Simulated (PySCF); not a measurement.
# Two-component Hartree-Fock for Pb (lead, neutral)

Start: [Xe] 4f14 5d10 6s1 6p2 7s1; 6s1/2 filled at m_j = +1/2; 6p3/2 filled at m_j = +1/2, +3/2; 7s1/2 filled at m_j = +1/2. Calculated with PySCF 2.14 in x2c-SVPall-2c with one added diffuse shell each of s, p type (8s12p7d2f, 93 functions): generalised Hartree-Fock with the X2C-1e Hamiltonian and a Gaussian nucleus; one run each with spin-orbit coupling (SO) switched off, then screened by Boettger's factors. This is a chosen level, not necessarily the ground level.

```json
{"spinor shell": "1s1/2", "electrons": "2", "ε, spin-free (eV)": "-88507.9", "ε, screened SO (eV)": "-88468.9", "weight of nominal j (screened SO)": "1.000", "rms radius, screened SO (bohr)": "0.0181"}
{"spinor shell": "2s1/2", "electrons": "2", "ε, spin-free (eV)": "-15994.1", "ε, screened SO (eV)": "-15981.6", "weight of nominal j (screened SO)": "1.000", "rms radius, screened SO (bohr)": "0.0730"}
{"spinor shell": "2p1/2", "electrons": "2", "ε, spin-free (eV)": "-13740.5", "ε, screened SO (eV)": "-15325.1", "weight of nominal j (screened SO)": "1.000", "rms radius, screened SO (bohr)": "0.0617"}
{"spinor shell": "2p3/2", "electrons": "4", "ε, spin-free (eV)": "-13740.5", "ε, screened SO (eV)": "-13129.8", "weight of nominal j (screened SO)": "1.000", "rms radius, screened SO (bohr)": "0.0700"}
{"spinor shell": "3s1/2", "electrons": "2", "ε, spin-free (eV)": "-3916.7", "ε, screened SO (eV)": "-3912.4", "weight of nominal j (screened SO)": "1.000", "rms radius, screened SO (bohr)": "0.186"}
{"spinor shell": "3p1/2", "electrons": "2", "ε, spin-free (eV)": "-3260.7", "ε, screened SO (eV)": "-3616.9", "weight of nominal j (screened SO)": "1.000", "rms radius, screened SO (bohr)": "0.178"}
{"spinor shell": "3p3/2", "electrons": "4", "ε, spin-free (eV)": "-3260.7", "ε, screened SO (eV)": "-3120.1", "weight of nominal j (screened SO)": "1.000", "rms radius, screened SO (bohr)": "0.195"}
{"spinor shell": "3d3/2", "electrons": "4", "ε, spin-free (eV)": "-2577.9", "ε, screened SO (eV)": "-2638.3", "weight of nominal j (screened SO)": "1.000", "rms radius, screened SO (bohr)": "0.171"}
{"spinor shell": "3d5/2", "electrons": "6", "ε, spin-free (eV)": "-2577.9", "ε, screened SO (eV)": "-2533.8", "weight of nominal j (screened SO)": "1.000", "rms radius, screened SO (bohr)": "0.175"}
{"spinor shell": "4s1/2", "electrons": "2", "ε, spin-free (eV)": "-930.28", "ε, screened SO (eV)": "-928.93", "weight of nominal j (screened SO)": "1.000", "rms radius, screened SO (bohr)": "0.408"}
{"spinor shell": "4p1/2", "electrons": "2", "ε, spin-free (eV)": "-711.62", "ε, screened SO (eV)": "-799.64", "weight of nominal j (screened SO)": "1.000", "rms radius, screened SO (bohr)": "0.412"}
{"spinor shell": "4p3/2", "electrons": "4", "ε, spin-free (eV)": "-711.62", "ε, screened SO (eV)": "-676.55", "weight of nominal j (screened SO)": "1.000", "rms radius, screened SO (bohr)": "0.446"}
{"spinor shell": "4d3/2", "electrons": "4", "ε, spin-free (eV)": "-452.08", "ε, screened SO (eV)": "-465.05", "weight of nominal j (screened SO)": "1.000", "rms radius, screened SO (bohr)": "0.459"}
{"spinor shell": "4d5/2", "electrons": "6", "ε, spin-free (eV)": "-452.08", "ε, screened SO (eV)": "-442.19", "weight of nominal j (screened SO)": "1.000", "rms radius, screened SO (bohr)": "0.464"}
{"spinor shell": "5s1/2", "electrons": "2", "ε, spin-free (eV)": "-172.10", "ε, screened SO (eV)": "-171.90", "weight of nominal j (screened SO)": "1.000", "rms radius, screened SO (bohr)": "0.916"}
{"spinor shell": "4f5/2", "electrons": "6", "ε, spin-free (eV)": "-164.18", "ε, screened SO (eV)": "-166.33", "weight of nominal j (screened SO)": "1.000", "rms radius, screened SO (bohr)": "0.495"}
{"spinor shell": "4f7/2", "electrons": "8", "ε, spin-free (eV)": "-164.18", "ε, screened SO (eV)": "-161.44", "weight of nominal j (screened SO)": "1.000", "rms radius, screened SO (bohr)": "0.496"}
{"spinor shell": "5p1/2", "electrons": "2", "ε, spin-free (eV)": "-109.12", "ε, screened SO (eV)": "-125.65", "weight of nominal j (screened SO)": "1.000", "rms radius, screened SO (bohr)": "0.981"}
{"spinor shell": "5p3/2", "electrons": "4", "ε, spin-free (eV)": "-109.12", "ε, screened SO (eV)": "-102.69", "weight of nominal j (screened SO)": "1.000", "rms radius, screened SO (bohr)": "1.07"}
{"spinor shell": "5d3/2", "electrons": "4", "ε, spin-free (eV)": "-34.097", "ε, screened SO (eV)": "-35.638", "weight of nominal j (screened SO)": "0.983", "rms radius, screened SO (bohr)": "1.37"}
{"spinor shell": "5d5/2", "electrons": "6", "ε, spin-free (eV)": "-34.097", "ε, screened SO (eV)": "-32.961", "weight of nominal j (screened SO)": "0.989", "rms radius, screened SO (bohr)": "1.39"}
{"spinor shell": "6s1/2", "electrons": "1", "ε, spin-free (eV)": "-21.926", "ε, screened SO (eV)": "-21.739", "weight of nominal j (screened SO)": "0.999", "rms radius, screened SO (bohr)": "2.44"}
{"spinor shell": "6p3/2", "electrons": "2", "ε, spin-free (eV)": "-10.551", "ε, screened SO (eV)": "-10.459", "weight of nominal j (screened SO)": "0.687", "rms radius, screened SO (bohr)": "3.25"}
{"spinor shell": "7s1/2", "electrons": "1", "ε, spin-free (eV)": "-3.024", "ε, screened SO (eV)": "-3.025", "weight of nominal j (screened SO)": "1.000", "rms radius, screened SO (bohr)": "6.59"}
```

```csv
quantity,spin-free,screened SO
E (hartree),-20864.10346,-20901.78189
M_J,3,3
⟨J²⟩,12.010,12.012
⟨L²⟩,2.005,2.570
⟨S²⟩,6.005,5.834
```

Each row is a mean over spinors that exchange with the open shell spreads, by up to 1.369 eV (6p3/2).

Rows whose weight is well below 1 are mixtures of j = l ± 1/2: exchange outweighs spin-orbit coupling there, and the label is only the starting occupation.

Breit and QED terms are absent; they matter most for the inner s and p1/2 levels.

Densities and radii are taken from the X2C orbitals without a picture-change correction, which distorts them close to the nucleus.

Without spin-orbit coupling the j labels of p, d and f shells carry no meaning; the spin-free column gives the mean over the occupied spinors of each nl shell.
